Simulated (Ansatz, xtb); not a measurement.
# C2H9NO2Si: which of two isomers lies lower

Structure I is `CCO[Si@H](N)O`, a singlet and structure II is `CN(C)[SiH](O)O`, a singlet. Both are isolated molecules in the gas phase, relaxed with B3LYP/def2-SVP, each in the lowest conformer that the search found.

Estimate which is lower in electronic energy at CCSD(T)/def2-SVP + ΔMP2/def2-TZVPP, and by roughly how much.

The CCSD(T)/def2-SVP + ΔMP2/def2-TZVPP calculation puts structure I lower, by 26.6 kJ/mol.

How the difference moves with the method:

| level | geometry | E(II) − E(I) (kJ/mol) | departure from the last row (kJ/mol) | job, with rough time for the two |
| --- | --- | --- | --- | --- |
| GFN2-xTB | GFN2-xTB | −13.7 | −40.4 | optimisation, 0.23 s |
| HF/STO-3G | GFN2-xTB | +31.2 | +4.6 | single point, 0.42 s |
| r2SCAN-D4/def2-SVP | GFN2-xTB | +22.3 | −4.4 | single point, 2.3 s |
| B3LYP/def2-SVP | B3LYP/def2-SVP | +28.1 | +1.5 | optimisation, 43 s |
| HF/def2-SVP | B3LYP/def2-SVP | +34.7 | +8.1 | part of the CCSD(T) run |
| MP2/def2-SVP | B3LYP/def2-SVP | +20.0 | −6.6 | part of the CCSD(T) run |
| CCSD(T)/def2-SVP | B3LYP/def2-SVP | +20.8 | −5.8 | single point |
| CCSD(T)/def2-SVP + ΔMP2/def2-TZVPP | B3LYP/def2-SVP | +26.6 |  | single point, 35 s |

As drawn, II has 2 C–N, 1 C–H, 1 O–H in place of 1 C–C, 1 C–O, 2 N–H.

GFN2-xTB puts the two in the other order. The largest departure from CCSD(T)/def2-SVP + ΔMP2/def2-TZVPP is that of GFN2-xTB, 40.4 kJ/mol. The last row adds to CCSD(T) the change of the MP2 difference between the two basis sets, here +5.8 kJ/mol.

With thermal terms from frequencies at re-optimised GFN2-xTB minima (ideal gas, soft modes damped towards free rotors, one conformer each, 298.15 K, 1 atm): the zero-point term adds −2.4 kJ/mol; ΔH is +24.4 and ΔG +25.6 kJ/mol.

The correlated steps freeze 10 core orbitals. Mirror images aren't counted in ΔG. Codes used: Ansatz 0.2.0, xtb 6.7.1; the last row on 4 threads of Intel(R) Xeon(R) Platinum 8488C (Sapphire Rapids) on a shared host.
